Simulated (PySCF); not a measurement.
## Correlation energy of Yb³¹⁺ (ytterbium, charge +31)

[Kr] 4d3, high-spin 4F determinant. Calculation: PySCF 2.14, in an even-tempered Gaussian basis (19 s from 2.5 bohr⁻², ratio 2.5; 14 p from 3.2 bohr⁻², ratio 2.5; 9 d from 3.2 bohr⁻², ratio 2.5; 4 f from 14 bohr⁻², ratio 2.7; 3 g from 21 bohr⁻², ratio 2.7); scalar relativity by spin-free X2C-1e. Frozen: [Ar] 3d10; 11 electrons correlated; the 42 highest virtual orbitals of each spin left out.

MP2 pair energies summed by pair of shells (mhartree):

```tsv
pair	energy	share (%)
4p-4p	-128.94	38.9
4p-4d	-126.80	38.3
4s-4p	-36.60	11.1
4s-4d	-16.83	5.1
4d-4d	-15.08	4.6
4s-4s	-6.82	2.1
```

Total MP2 correlation energy: -331.07 mhartree.

At this charge the one-electron X2C treatment keeps the bare 1/r₁₂, with no two-electron picture change or Breit term. The effect here is smaller than on the frozen 1s shell; and a scalar Hamiltonian misses the large spin-orbit splitting of the p shells, which matters for ns² → np² pairs.

Spin-orbit coupling is strong in this species, so the high-spin LS determinant is a model state.
